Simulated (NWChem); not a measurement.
Species: C₄H₇F; SMILES C/C=C(\C)F

Results from NWChem. Pople sets run with spherical d functions. Structure relaxed at the PBE0/def2-SVP level.

Order these runs by computing time, cheapest first, and give rough ratios: PBE/6-31+G*; PBE/6-311++G**; PBE/STO-3G.

PBE/STO-3G (1), PBE/6-31+G* (6), PBE/6-311++G** (20). Ratios are rough, from one shared machine; the cheapest took about 3 core-seconds (a rough figure). What differs between the cheapest and the dearest: highest occupied level (eV) -2.66 → -5.66; orbital gap (eV) 5.63 → 5.12; dipole (D) 0.67 → 1.77.
